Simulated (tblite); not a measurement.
Species: C4H4N4Si.
Cartesian coordinates in Å at the GFN2-xTB level; atoms count from 1:
```
atom  x, y, z in Å
N1    -1.444    2.831   -0.493
C2    -0.617    2.058   -0.309
C3     0.349    1.048   -0.098
N4     1.620    1.395    0.073
N5     2.535    0.486    0.155
C6     2.179   -0.775   -0.028
N7     0.930   -1.210   -0.030
C8    -0.040   -0.311    0.001
Si9   -1.832   -0.915    0.184
H10    2.969   -1.506   -0.127
H11   -1.749   -2.347    0.434
H12   -2.497   -0.590   -1.076
H13   -2.406   -0.163    1.298
```

Calculated harmonic vibrations of the isolated species, GFN2-xTB (tblite), most abundant isotopes, no scaling. The method is semi-empirical: single wavenumbers can be off by several per cent or more. Modes of hydrogen on silicon can be 10 to 20 % off. One conformer, not necessarily the lowest.

Harmonic wavenumbers (cm⁻¹): 38.1, 66.6, 104.0, 153.3, 196.9, 271.2, 305.9, 375.0, 490.5, 535.0, 548.0, 562.9, 576.2, 665.4, 749.3, 750.3, 754.4, 775.1, 842.8, 884.6, 1105.6, 1142.1, 1174.6, 1200.3, 1330.9, 1356.5, 1450.5, 1473.7, 2293.1, 2296.5, 2341.5, 2361.5, 3079.1.

A = 1939, B = 1427, C = 837.0 MHz; mass 136.021 u (most abundant isotopes); point group C1, symmetry number 1.

Task: Zero-point energy?

Result: Half the sum of the wavenumbers: 16126 cm⁻¹ = 192.91 kJ/mol.

Task: What is S at 350 K and 1 bar for an ideal gas of classical rigid rotors and harmonic oscillators?

Result: Translation 173.46, rotation 124.67, vibration 130.24: S = 428.4 J/(mol K).

Task: And Cp and H(350 K) − H(0)?

Result: Cp = 160.55 J/(mol K), of which vibrations give 127.29 (their classical limit is 33 R = 274.4); H(350 K) − H(0) = 34.91 kJ/mol without the zero-point energy, 23.27 from vibrations.

Task: Blend soft modes into free rotors: weight 1/[1 + (100 cm⁻¹/ν̃)⁴] for the oscillator and the rest for a rotor with moment μB/(μ + B), μ = h/(8π²ν), B = 10⁻⁴⁴ kg m². What vibrational entropy results?

Result: 117.66 J/(mol K) in place of 130.24, which changes −T·S at 350 K by +4.40 kJ/mol.

Task: What must be added to the electronic energy to get the Gibbs energy at 350 K and 1 bar?

Result: ZPE + [H(350 K) − H(0)] − T·S = 192.91 + 34.91 − 149.93 = 77.89 kJ/mol.

Task: How do the functions run with temperature in this model?

Result: 
```tsv
T (K)	S (J/(mol K))	Cp (J/(mol K))	H − H(0) (kJ/mol)	G − H(0) (kJ/mol)	ln q(vib)
150	324.6	91.1	9.43	-39.26	3.01
250	379.9	128.3	20.41	-74.56	5.36
298.15	403.9	144.6	26.99	-93.44	6.48
400	450.7	174.2	43.28	-137.00	8.80
600	529.7	214.8	82.50	-235.30	13.15
900	624.2	250.1	152.80	-408.98	19.02
```

q(vib) and H(0) count from the zero-point level.

Hindered rotation and anharmonicity are outside this model. Other conformers, if any are populated, would add a mixing term that is left out. The structure is chiral; the term R ln 2 for an equal mix with its mirror image is left out.
